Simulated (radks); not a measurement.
The numbers below are computed, except where a source is named.
Spherical quantum dot in the effective-mass picture: electrons in a parabolic well V = omega^2 r^2 / 2 with omega = 0.234, with a point charge +2 (a donor) at the centre, all in effective atomic units (hartree* = m*/eps^2 hartree, bohr* = eps/m* bohr), one dielectric constant everywhere. Level of theory: non-relativistic Kohn-Sham, LDA (Slater exchange, Perdew-Wang correlation), spin-polarised, spherical densities (a radial shooting solver with Libxc functionals). Levels are named by radial order and angular momentum (1s, 1p, 1d, 2s, ...), and open shells are averaged over m.

N = 10, configuration 1s2 1p6 2s2. This is the lowest configuration that the search found. Occupied and some empty levels:

| level | occupation | eigenvalue (hartree*) | <r> (bohr*) |
|---|---|---|---|
| 1s | 2 | 1.6275 | 1.018 |
| 2s | 2 | 2.1327 | 4.098 |
| 1p | 6 | 2.1692 | 4.099 |
| 1d | 0 | 2.3047 | 4.727 |
| 1f | 0 | 2.4517 | 5.180 |
| 2p | 0 | 2.4862 | 4.440 |
| 1g | 0 | 2.6114 | 5.569 |

Energy (hartree*): total 7.95544, kinetic 4.1830, external -7.0096, Hartree 13.369, exchange-correlation -2.5873. Static polarisability (adiabatic kernel): 131.9 bohr*^3, against N/omega^2 = 182.6 from the generalised Kohn theorem, which the central charge breaks.
